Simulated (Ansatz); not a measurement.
Geometry optimisation, Ansatz 0.2.0, RKS PBE/def2-SVP.

input.yaml

```yaml
crystal:
  periodic: [false, false, false]
  atoms:
    - { symbol: Ta, position_ang: [0.0, 0.0, 0.0] }
    - { symbol: O, position_ang: [2.37, 0.0, 0.0] }
    - { symbol: H, position_ang: [2.7071, -0.5308, 0.7903] }
    - { symbol: Cl, position_ang: [0.0, 0.0, 2.47] }
    - { symbol: "N", position_ang: [0.0, 0.0, -2.16] }
    - { symbol: H, position_ang: [-0.6116, -0.6845, -2.69] }
    - { symbol: H, position_ang: [0.6116, 0.6845, -2.69] }
    - { symbol: Cl, position_ang: [-1.235, 2.139, 0.0] }
    - { symbol: Cl, position_ang: [-1.235, -2.139, 0.0] }
    - { symbol: Br, position_ang: [0.9302, 2.3057, 1.5878] }
    - { symbol: H, position_ang: [2.1856, 1.1033, 0.7598] }
basis:
  gaussian: { orbitals: def2-SVP }
hamiltonian:
  xc: pbe
relax:
  f_tol: 0.15
  max_steps: 25
  restrain:
    - { distance: [0, 9], at: 2.65, k: 30.0 }
    - { distance: [10, 1], at: 1.01, k: 30.0 }
    - { distance: [0, 1], at: 3.22, k: 30.0 }
    - { distance: [10, 9], at: 2.75, k: 30.0 }
```

Run as:

```bash
$ ansatz run input.yaml --threads 4 --pin off --max-ram 5120MiB --backend cpu --events-out ev --progress --plain --runs-dir out
```

**Question.** Where does it end, and by what steps?

**Answer.** It converged. The restraints hold the end off the free minimum; the threshold counts their pulls, which the force column leaves out. Restrained pairs: Ta1–Br10 (2.95 → 2.62 Å), O2–H11 (1.35 → 0.99 Å), Ta1–O2 (2.37 → 3.21 Å), Br10–H11 (1.93 → 2.75 Å). After 13 steps the energy has fallen by 4.581 eV (the restraints' own energy left out); Cl8 moved furthest, 1.49 Å.

```csv
step,energy less start (eV),largest force component (eV/Å),accepted
0,0.0000,3.898,yes
1,-0.2524,3.254,yes
2,-0.4925,3.077,yes
3,-1.4219,2.675,yes
4,-2.3514,1.880,yes
5,-3.0536,1.042,yes
6,-3.5388,0.863,yes
7,-3.9083,0.792,yes
8,-4.1739,0.676,yes
9,-4.3647,0.710,yes
10,-4.4652,0.738,yes
11,-4.5438,0.681,yes
12,-4.5504,0.909,yes
13,-4.5810,0.832,yes
```

```xyz
11
Properties=species:S:1:pos:R:3
Ta -0.466 0.427 0.147
O 2.595 -0.527 0.176
H 2.536 -0.851 1.097
Cl 0.176 -0.078 2.366
N 0.076 0.440 -1.756
H 0.016 -0.381 -2.367
H 0.677 1.164 -2.164
Cl -2.520 1.423 0.235
Cl -1.108 -1.778 -0.235
Br 1.011 2.594 0.257
H 2.730 0.447 0.311
```

Time of the run: 30 s on 4 threads of Intel(R) Xeon(R) 6975P-C (Granite Rapids), on a shared host, peak memory 0.32 GiB.
